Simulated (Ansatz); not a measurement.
Reaction (ligand exchange at the Si–C bond): `C[SiH2]CCCl` + H₂Te → `C[SiH2][TeH]` + `CCCl`

Isolated molecules relaxed with PBE0-D4/def2-TZVP in Ansatz; ΔE leaves out vibrations. CBS: MP2 limit from def2 TZ/QZ plus the TZ coupled-cluster correction, frozen cores. Functionals use def2-TZVPP. B3LYP here is the variant with VWN-RPA as its local correlation; programs differ in this. Elements past krypton have def2 core potentials. For Te outer-core shells are correlated without core-valence functions, which leaves a few kJ/mol of doubt a bond. One conformer a species, not always the lowest.

```tsv
level	ΔE (kcal/mol)	difference from CCSD(T)/CBS
PBE-D4	-17.3	0.2
r2SCAN-D4	-17.1	0.4
PBE0-D4	-17.7	-0.2
B3LYP-D4	-16.6	0.9
ωB97X-V	-16.3	1.2
ωB97M-V	-16.0	1.5
B2PLYP	-17.1	0.4
PBE	-17.7	-0.2
r2SCAN	-17.4	0.1
PBE0	-18.0	-0.5
B3LYP	-17.1	0.4
HF/def2-TZVPP	-17.9	-0.4
MP2/def2-TZVPP	-17.5	0.0
SCS-MP2/def2-TZVPP	-16.9	0.6
CCSD/def2-TZVPP	-15.9	1.6
CCSD(T)/def2-TZVPP	-15.8	1.7
HF/def2-QZVPP	-17.9	-0.4
MP2/def2-QZVPP	-18.5	-1.0
SCS-MP2/def2-QZVPP	-17.8	-0.3
HF/CBS(def2)	-17.9	-0.4
MP2/CBS(def2)	-19.2	-1.7
CCSD/CBS(def2)	-17.5	0.0
CCSD(T)/CBS	-17.5	0
```

Largest T1 diagnostic among the species: 0.010.
